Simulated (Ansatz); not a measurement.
Isomers of Cu4H5 (doublet), relaxed with r2SCAN-D4/def2-SVP; total energies from Ansatz at B2PLYP/def2-TZVP.

```
isomer                                                        description  energy (Eh)
     A                          point group C4v; 12 × Cu–H 1.65 to 1.84 Å  -6563.91795
     B  point group Cs; 2 × Cu–Cu 2.38 to 2.58 Å; 8 × Cu–H 1.60 to 1.72 Å  -6563.90545
```

Correlated methods freeze 36 core orbitals.

The isomers come from a short search, and lower ones may exist.

Q: Work out the relative energies (1 Eh = 2625.5 kJ/mol) and the Boltzmann populations at 800 K from electronic energies alone (R = 8.314 J/mol/K).

A: ΔE: A 0.0, B 32.8 kJ/mol. RT = 6.65 kJ/mol. Factors exp(−ΔE/RT): A 1, B 0.00721; sum 1.007. Populations: A 99.3 %, B 0.7 %. Zero-point energy, vibrational entropy and symmetry numbers are left out and can shift these; an error of 4 kJ/mol changes a ratio by a factor of 1.8. Over the other density-functional and correlated levels in def2 sets, the gap between A and B ranges from 32 to 58 kJ/mol.
